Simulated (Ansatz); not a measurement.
Zr₄, relaxed as a singlet with RKS PBE0-D4/def2-SVP in Ansatz, starting from the GFN1-xTB geometry. Force threshold 0.02 eV/Å.

In the def2 sets Zr takes a core potential; there is no spin–orbit coupling. The restricted singlet is unstable towards broken spin symmetry in Hartree–Fock (as tested in another run); at PBE0-D4/def2-SVP this wasn't settled. Another isomer (quintet) lies 1.20 eV lower at PBE0-D4/def2-TZVP; other spin states weren't run for this one.

Start:

```xyz
4

Zr    0.6285    0.4304    1.3064
Zr   -1.7074   -1.4092    1.2850
Zr    1.6892    1.4341   -1.2821
Zr   -0.6103   -0.4553   -1.3093
```

```json
{"step": "1", "energy (eV)": "-5109.4962", "largest force component (eV/Å)": "2.278", "SCF passes": "56"}
{"step": "2", "energy (eV)": "-5110.9061", "largest force component (eV/Å)": "1.038", "SCF passes": "43"}
{"step": "3", "energy (eV)": "-5110.9382", "largest force component (eV/Å)": "1.037", "SCF passes": "38"}
{"step": "4", "energy (eV)": "-5111.0659", "largest force component (eV/Å)": "0.365", "SCF passes": "35"}
{"step": "5", "energy (eV)": "-5111.0744", "largest force component (eV/Å)": "0.092", "SCF passes": "31"}
{"step": "6", "energy (eV)": "-5111.0755", "largest force component (eV/Å)": "0.007", "SCF passes": "35"}
```

Force components are those of the run's own axes.

End:

```xyz
4

Zr    0.558    0.399    1.180
Zr   -1.494   -1.251    1.129
Zr    1.494    1.250   -1.130
Zr   -0.558   -0.399   -1.180
```

By distances, no bond broke or formed. The bond that changes most is Zr3–Zr4, from 2.98 to 2.63 Å (atoms count from 1).

No frequencies were taken in this run, so the end may be a saddle point.

Run time 16 s (4 threads of Arm Neoverse V2 on a shared host).
